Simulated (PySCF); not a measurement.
## Property card for ReO3Br (`[O]=[Re](=[O])(=[O])[Br]`)

Species: ReO3Br (singlet state).
Cartesian coordinates in Å at the PBE0-D3(BJ)/def2-SVP level; atoms count from 1:
```xyz
5
BrO3Re angstrom
Re     0.0590    0.1071    0.0582
O     -0.0003   -0.0337    1.7431
O      1.6737    0.1942   -0.4379
O     -0.7469    1.5179   -0.4126
Br    -0.9855   -1.7855   -0.9508
```

PBE0-D3(BJ)/def2-SVP geometry optimisation, gas phase, def2 core potentials past Kr (PySCF):

```yaml
Point_group: C3v
Rotational_constants_A_B_C: 4.151, 1.141, 1.141 GHz
```

From wB97X-D/def2-SVPD ground state, ΔSCF and vertical TDDFT (core frozen in the response) (PySCF):

```yaml
Dipole_moment: 1.97 D
HOMO_energy: -11.72 eV
LUMO_energy: -1.88 eV
HOMO–LUMO_gap: 9.84 eV
Lowest_singlet_excitation: 4.60 eV (269 nm, f = 0.000 summed over 2 states within 0.01 eV)
Strongest_line_among_the_10_lowest_singlet_transitions: S4 at 4.99 eV (248 nm, f = 0.021)
Lowest_triplet_excitation_Tamm–Dancoff: 4.24 eV
Static_isotropic_polarisability: 66.4 au
Vertical_electron_affinity: 1.67 eV
```

Monoisotopic mass from the formula: 313.8588 u.

S1 lies 5.24 eV below the HOMO–LUMO gap. With B = h/(8π²I), that is 505.379 GHz u Å² over I, the principal moments of inertia are 121.8, 443.0 and 443.1 u Å² (most abundant isotopes). The dipole equals about 6.6 × 10⁻³⁰ C·m (1 D = 3.33564 × 10⁻³⁰ C·m). No computed singlet falls in the visible range (750 to 380 nm, 1.65 to 3.26 eV); S1 lies 1.34 eV above its blue end.

Atoms past krypton carry effective core potentials; spin–orbit coupling is left out.
